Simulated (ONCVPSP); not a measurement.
**Which change was made? (Pd, ONCV)**

Pd (Z = 46), optimised norm-conserving Vanderbilt (ONCV), made with ONCVPSP 4.0.1 (LDA (Perdew-Wang 92), scalar-relativistic). Core [Ar] 3d10, reference 4s2 4p6 4d7 (charge +3). Waves: 4s: rc 1.60 bohr, ncon 3, nbas 7, qcut 6.6 1/bohr, 3 projectors, debl 2.6 Ha; 4p: rc 1.15 bohr, ncon 4, nbas 7, qcut 7 1/bohr, 2 projectors, debl 0.5 Ha; 4d: rc 1.75 bohr, ncon 4, nbas 8, qcut 8 1/bohr, 2 projectors, debl 2.2 Ha. Local part: polynomial inside 0.95 bohr (lpopt 5, dvloc0 6 Ha). Core correction: Teter function, fcfact 4.25, rcfact 1.8.

In the s channel the program set the typed energies aside and used -4.634, 0.050, 2.650 Ha. In the p channel the program set the typed energies aside and used -3.364, 0.250 Ha.

Cutoffs, loose and tight: the cutoffs (Ha) at which the residual kinetic energy of the hardest occupied pseudo-wave falls to 1 and 0.1 mHa per electron. They do not see the model core or the augmentation charge, which bear on the density cutoff. Test errors are all-electron minus pseudo excitation energies from the reference, over the configurations 4s2 4p6 4d10; 4s2 4p6 4d9; 4s2 4p6 4d8; 4s2 4p6 4d9 5s1; variants that change the core or the reference have their own tests. The largest error is taken over the tests solved by every variant that gives reliable tests at all, those not shown here included: 4s2 4p6 4d8; 4s2 4p6 4d9; 4s2 4p6 4d9 5s1.

The base gives: outcome: generated, projector energies reset by the program; cutoff, loose: 92 Ha; cutoff, tight: 114 Ha; bound ghosts: none; GHOST(+) flags above zero: s; largest test error (meV): +10.

(1) After one change the result is: outcome: generated, projector energies reset by the program; cutoff, loose: 76 Ha; cutoff, tight: 101 Ha; bound ghosts: none; GHOST(+) flags above zero: s; largest test error (meV): +15. Which change was it?
A. all radii but the core radius scaled by about 1.25 (s 2.00, p 1.44, d 2.18 bohr); local potential polynomial inside 1.18 bohr (lpopt 5, dvloc0 6 Ha)
B. all radii but the core radius scaled by about 1.04 (s 1.68, p 1.20, d 1.82 bohr); local potential polynomial inside 1.00 bohr (lpopt 5, dvloc0 6 Ha)
C. all radii but the core radius scaled by about 0.79 (s 1.26, p 0.90, d 1.38 bohr); local potential polynomial inside 0.76 bohr (lpopt 5, dvloc0 6 Ha)

## Answers

(1) B. The others give: all radii but the core radius scaled by about 0.79 (s 1.26, p 0.90, d 1.38 bohr); local potential polynomial inside 0.76 bohr (lpopt 5, dvloc0 6 Ha) → outcome: generated, projector energies reset by the program; cutoff, loose: 128 Ha; cutoff, tight: 162 Ha; bound ghosts: none; GHOST(+) flags above zero: s; largest test error (meV): -3.6 | all radii but the core radius scaled by about 1.25 (s 2.00, p 1.44, d 2.18 bohr); local potential polynomial inside 1.18 bohr (lpopt 5, dvloc0 6 Ha) → outcome: generated, projector energies reset by the program; cutoff, loose: 22 Ha; cutoff, tight: 25 Ha; bound ghosts: none; GHOST(+) flags above zero: none; largest test error (meV): +69.
